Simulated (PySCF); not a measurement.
Br2Ge (SMILES [Br][Ge][Br]), singlet, at a GFN2-xTB geometry; B3LYP5/6-31G* run with PySCF.

Here is a job for PySCF.
```python
from pyscf import gto, scf, dft

mol = gto.Mole()
mol.atom = '''
    Ge    0.016829    0.006877    1.033116
    Br    1.000092   -1.519612   -0.478604
    Br   -1.015479    1.513325   -0.465959
'''
mol.basis = '6-31g*'
mol.charge = 0
mol.spin = 0
mol.verbose = 4
mol.build()

mf = dft.RKS(mol)
mf.xc = 'b3lyp5'
mf.kernel()
```

Problem. Predict the main parts of the log of this PySCF run.

Solution. 
```
PySCF version 2.14.0

[INPUT] verbose = 4
[INPUT] num. atoms = 3
[INPUT] num. electrons = 102
[INPUT] charge = 0
[INPUT] spin (= nelec alpha-beta = 2S) = 0
[INPUT] symmetry False subgroup None
[INPUT] Mole.unit = angstrom
[INPUT] Symbol           X                Y                Z      unit          X                Y                Z       unit  Magmom
[INPUT]  1 Ge     0.016829000000   0.006877000000   1.033116000000 AA    0.031802200950   0.012995646559   1.952306294906 Bohr   0.0
[INPUT]  2 Br     1.000092000000  -1.519612000000  -0.478604000000 AA    1.889899979369  -2.871650495603  -0.904430482121 Bohr   0.0
[INPUT]  3 Br    -1.015479000000   1.513325000000  -0.465959000000 AA   -1.918977195247   2.859769787457  -0.880534895276 Bohr   0.0

nuclear repulsion = 679.708778486465
number of shells = 36
number of NR pGTOs = 285
number of NR cGTOs = 96
basis = 6-31g*
ecp = {}

******** <class 'pyscf.dft.rks.RKS'> ********
method = RKS
initial guess = minao
damping factor = 0
level_shift factor = 0
DIIS = <class 'pyscf.scf.diis.CDIIS'>
diis_start_cycle = 1
diis_space = 8
diis_damp = 0
SCF conv_tol = 1e-09
SCF conv_tol_grad = None
SCF max_cycles = 50
direct_scf = True
direct_scf_tol = 1e-13
XC library pyscf.dft.libxc version 7.1.2
    S. Lehtola, C. Steigemann, M. J. T. Oliveira, and M. A. L. Marques,  SoftwareX 7, 1–5 (2018)
XC functionals = b3lyp5
    P. A. M. Dirac,  Math. Proc. Cambridge Philos. Soc. 26, 376 (1930)
    F. Bloch,  Z. Phys. 57, 545 (1929)
    A. D. Becke,  Phys. Rev. A 38, 3098 (1988)
    C. Lee, W. Yang, and R. G. Parr,  Phys. Rev. B 37, 785 (1988)
    B. Miehlich, A. Savin, H. Stoll, and H. Preuss,  Chem. Phys. Lett. 157, 200 (1989)
    S. H. Vosko, L. Wilk, and M. Nusair,  Can. J. Phys. 58, 1200 (1980)
radial grids:
    Treutler-Ahlrichs [JCP 102, 346 (1995); DOI:10.1063/1.469408] (M4) radial grids

becke partition: Becke, JCP 88, 2547 (1988); DOI:10.1063/1.454033
pruning grids: <function nwchem_prune>
grids dens level: 3
symmetrized grids: False
atomic radii adjust function: <function treutler_atomic_radii_adjust>
small_rho_cutoff = 0
Set gradient conv threshold to 3.16228e-05
Initial guess from minao.
tot grids = 61488
init E= -7221.57007207339
  HOMO = -0.269079966493515  LUMO = -0.113724148722733  gap/eV = 4.22745
cycle= 1 E= -7224.13080450732  delta_E= -2.56  |g|= 0.517  |ddm|= 1.93
  HOMO = -0.245598670742384  LUMO = -0.17231782026142  gap/eV = 1.99407
cycle= 2 E= -7223.91519926582  delta_E= 0.216  |g|= 0.987  |ddm|= 1.96
  HOMO = -0.275619058672783  LUMO = -0.121578599433017  gap/eV = 4.19165
cycle= 3 E= -7224.19835721315  delta_E= -0.283  |g|= 0.11  |ddm|= 1.38
  HOMO = -0.276764042409104  LUMO = -0.127381788590087  gap/eV = 4.06490
cycle= 4 E= -7224.2001371055  delta_E= -0.00178  |g|= 0.0272  |ddm|= 0.144
  HOMO = -0.278315018725184  LUMO = -0.12602315063234  gap/eV = 4.14407
cycle= 5 E= -7224.20036573881  delta_E= -0.000229  |g|= 0.00309  |ddm|= 0.0426
  HOMO = -0.277833016911881  LUMO = -0.125670013273082  gap/eV = 4.14057
cycle= 6 E= -7224.20036794772  delta_E= -2.21e-06  |g|= 0.00035  |ddm|= 0.00512
  HOMO = -0.277830476942798  LUMO = -0.125638644667723  gap/eV = 4.14135
cycle= 7 E= -7224.20036798503  delta_E= -3.73e-08  |g|= 0.000124  |ddm|= 0.00079
  HOMO = -0.277837036675296  LUMO = -0.125653657019973  gap/eV = 4.14112
cycle= 8 E= -7224.20036799183  delta_E= -6.8e-09  |g|= 2.46e-05  |ddm|= 0.000276
  HOMO = -0.277839741278838  LUMO = -0.125658141512923  gap/eV = 4.14107
cycle= 9 E= -7224.20036799203  delta_E= -2.01e-10  |g|= 5.92e-06  |ddm|= 4.38e-05
  HOMO = -0.277838205151031  LUMO = -0.125657251600038  gap/eV = 4.14105
Extra cycle  E= -7224.20036799205  delta_E= -1.91e-11  |g|= 6.17e-06  |ddm|= 1.79e-05
converged SCF energy = -7224.20036799205
```
